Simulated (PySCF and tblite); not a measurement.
Values are calculated unless marked as measured or tabulated.
C₃H₅F₃Si₂, numbered as in [CH:1]#[C:2][SiH2:3][SiH2:4][C:5]([F:6])([F:7])[F:8]. The ensemble was built from 60 distance-geometry starts (ETKDG and KDG, MMFF94s, GFN2-xTB) and rests on GFN2-xTB geometries. Weights use B3LYP-D3(BJ)/def2-SVP energies plus GFN2-xTB zero-point and thermal terms (modes under about 200 cm⁻¹ blended into free rotors). Symmetry numbers and mirror images are counted. Conformers within 2 kcal/mol (GFN2-xTB free energy) were kept, 3 at most. GIAO shieldings: WP04/pcSseg-1. Shifts are against TMS (¹H), TMS (¹³C), CFCl3 (¹⁹F), TMS (²⁹Si) at the same level. Programs: PySCF with density fitting and tblite.

Torsions listed: C2–Si3–Si4–C5. Of a mirror pair one member is shown.

```csv
conformer,shape,point group,mirror pair,ΔE(DFT),Δ(G−E) at 150 K,δ Si4 (ppm)
1,-68°,C1,yes,0.00,0.00,-59.3
2,180°,Cs,no,0.29,0.08,-60.7
```

Energies in kcal/mol; the thermal term leaves out symmetry numbers and mirror images.

Question: Work out the weights at 150 K and the ²⁹Si shift of Si4 under fast exchange.

Answer: RT = 0.298 kcal/mol. Each conformer gets RT ln(σ/g), with σ the rotational symmetry number and g = 2 for a mirror pair: 1: σ = 1, g = 2, G = 0.00 + 0.00 − 0.21 = -0.21, 0.00 above the lowest, exp(−ΔG/RT) = 1.000; 2: σ = 1, g = 1, G = 0.29 + 0.08 + 0.00 = 0.37, 0.58 above the lowest, exp(−ΔG/RT) = 0.144. The sum is 1.144, so the weights are 87.4, 12.6 %. The averaged shift is -59.5 ppm. At 298.15 K it is -59.5 ppm. At 298.15 K the leading conformer alone gives -59.3 ppm and bare DFT energies give -59.8 ppm.

Unscaled ²⁹Si shifts at such levels can be off by tens of ppm; differences between conformers or isomers are more reliable.


Conformer gaps in def2-SVP on xTB geometries can be 2 kcal/mol too large for S=O, P=O and other polar bonds.